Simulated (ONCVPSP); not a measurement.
**What one change does to a pseudopotential (C (Z = 6), ONCV)**

C (Z = 6), optimised norm-conserving Vanderbilt (ONCV), made with ONCVPSP 4.0.1 (LDA (Perdew-Wang 92), non-relativistic). Core [He], reference 2s2 2p2. Waves: 2s: rc 1.05 bohr, ncon 3, nbas 6, qcut 6.1 1/bohr, 3 projectors, debl 3.5 Ha; 2p: rc 2.65 bohr, ncon 4, nbas 7, qcut 4.9 1/bohr, 2 projectors, debl 3.6 Ha. Local part: polynomial inside 0.85 bohr (lpopt 5, dvloc0 6 Ha). Core correction: none.

Change: s: qcut 4.8; p: qcut 3.8.

Cutoffs: the cutoffs (Ha) at which the residual kinetic energy of the hardest occupied pseudo-wave falls to 1 and 0.1 mHa per electron; they do not see the model core or the augmentation charge, which bear on the density cutoff. Errors are all-electron minus pseudo energies relative to the spin-unpolarised reference configuration.

How do hardness, ghosts and transferability respond?

The potential gets harder (18 Ha and 67 Ha → 52 Ha and 84 Ha); of the 4 tests that both files solve, the error grows in 4 and shrinks in 0 by more than 15 % and 0.3 meV (median size 499.6 → 703.8 meV); neither file shows a bound ghost.

| quantity | base | changed |
| --- | --- | --- |
| cutoff, loose | 18 Ha | 52 Ha |
| cutoff, tight | 67 Ha | 84 Ha |
| loose cutoff by channel | s 18 Ha, p 8.7 Ha | s 52 Ha, p 7.4 Ha |
| bound ghosts | none | none |
| GHOST(+) flags under 300 eV | none | none |
| error for 2s2 2p1, meV [ΔE 10.99 eV] | +109 | +159 |
| error for 2s2 2p0, meV [ΔE 35.25 eV] | +890 | +1249 |
| error for 2s1 2p0, meV [ΔE 83.20 eV] | +1785 | +2446 |
| error for 2s2 2p1.5, meV [ΔE 4.03 eV] | +17 | +25 |
| s: phases at 1.06 bohr within 0.05 rad from the reference energy up to (Ha; the scan ends near 5) | to the end of the scan | to the end of the scan |
| p: phases at 2.69 bohr within 0.05 rad from the reference energy up to (Ha; the scan ends near 5) | 0.3 | 0.3 |
